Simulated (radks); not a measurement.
Species: Te34+. Configuration: [Ar]. Calculated with a radial shooting solver on a logarithmic mesh with Libxc functionals: Dirac Kohn-Sham, PBE, spin-unpolarised, spherical densities, point nucleus.

Normalised radial functions P(r) = r R(r) (large component), r in bohr:

| r | 1s1/2 |
|---|---|
| 0.00134 | 1.1271 |
| 0.001663 | 1.3534 |
| 0.002081 | 1.6293 |
| 0.002582 | 1.9385 |
| 0.003205 | 2.2919 |
| 0.004009 | 2.7043 |
| 0.004976 | 3.1409 |
| 0.006176 | 3.6042 |
| 0.007726 | 4.0917 |
| 0.009589 | 4.5372 |
| 0.0119 | 4.9162 |
| 0.01489 | 5.1828 |
| 0.01848 | 5.2591 |
| 0.02293 | 5.1053 |
| 0.02869 | 4.6715 |
| 0.03561 | 4.0007 |
| 0.0442 | 3.1490 |
| 0.05529 | 2.1999 |
| 0.06862 | 1.3642 |
| 0.08517 | 0.7205 |
| 0.1066 | 0.3012 |
| 0.1322 | 0.1010 |
| 0.1641 | 0.0249 |
| 0.2053 | 0.0039 |
| 0.2548 | 0.0004 |
| 0.3163 | 0.0000 |
| 0.3957 | 0.0000 |
| 0.4911 | 0.0000 |
| 0.6095 | 0.0000 |
| 0.7625 | 0.0000 |
| 0.9464 | 0.0000 |

1s1/2: eigenvalue -33415 eV, 0 radial nodes, <r> = 0.0278 bohr, 90 % of the charge inside 0.0500 bohr.
